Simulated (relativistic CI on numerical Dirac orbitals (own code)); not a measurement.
Hyperfine structure of Gd61+, mass number 155

Computed by Dirac-Coulomb-Breit CI, KLI orbitals optimised for each configuration, a model potential for QED, unscaled Slater integrals (own radial code, finite nucleus).

Configurations in the expansion (outside the closed core 1s2): 2s, 2p, 3s, 3p, 3d, 4s, 4p, 4d, 4f, 5s, 5p, 5d, 5f, 5g. Levels of other configurations are missing.

Nuclear spin I = 3/2, μ = -0.2591 μN, Q = 1.27 b (tables of Stone and Pyykkö). The electronic factors are computed for point nuclear moments, without core polarisation or the Bohr-Weisskopf and QED corrections.

| Level | E (eV) | A (GHz) | B (GHz) |
| --- | --- | --- | --- |
| 2s ²S1/2 | 0.00 | -2240 |  |
| 2p ²P°1/2 | 153.71 | -722.2 |  |
| 2p ²P°3/2 | 938.18 | -95.14 | 1370 |
| 3s ²S1/2 | 8022.94 | -665.1 |  |
| 3p ²P°1/2 | 8064.90 | -221.2 |  |
| 3p ²P°3/2 | 8298.42 | -29.26 | 427 |
| 3d ²D3/2 | 8310.00 | -16.94 | 83.6 |
| 3d ²D5/2 | 8378.64 | -6.837 | 105 |

Levels with J = 0, under 50 % of one LS term, or S terms without an open s electron are left out. Small factors come from cancelling terms and can be off by tens of per cent or more.

At this charge energies of transitions that change n are usually good to better than 1 %, and those within a shell (Δn = 0) to a few per cent.

**Question.** Give the hyperfine levels of 2s ²S1/2 relative to its centre of gravity.

**Answer.** With K = F(F + 1) − I(I + 1) − J(J + 1), E = AK/2: F = 1: 2800, F = 2: -1680 GHz.
